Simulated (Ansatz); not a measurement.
Z-matrix (Å, degrees):
```
C
O 1 1.403
H 1 1.100 2 113.3
H 1 1.095 2 108.9 3 -119.5
H 1 1.098 2 111.7 3 121.6
Sn 2 1.966 1 121.9 3 -31.7
O 6 1.962 2 104.4 1 126.1
C 6 2.116 2 110.4 1 -121.8
H 6 1.715 2 105.8 1 9.4
H 7 0.960 6 112.7 2 -35.9
H 8 1.090 6 110.8 2 80.7
H 8 1.090 6 108.2 2 -39.3
H 8 1.090 6 109.3 2 -158.3
```

The species carries charge 0 and has multiplicity 1. Sn takes the def2 core potential.

**Question.** List the B3LYP/def2-TZVPP orbital energies in eV (the Gaussian-basis code of Ansatz). (Estimate.)

**Answer.** The calculation gave: Occupied: -519.93, -519.92, -277.83, -277.05, -138.91, -93.80, -93.77, -93.72, -28.70, -28.40, -28.06, -27.99, -27.96, -26.34, -25.59, -19.22, -18.02, -14.17, -12.61, -11.95, -11.76, -11.55, -11.39, -10.87, -9.09, -8.94, -8.08, -7.78, -7.27. Lowest empty: -0.42, -0.02, 0.16, 1.25, 1.63, 2.23, 2.44, 2.58.

B3LYP here is the variant with VWN-RPA as its local correlation; programs differ in this.
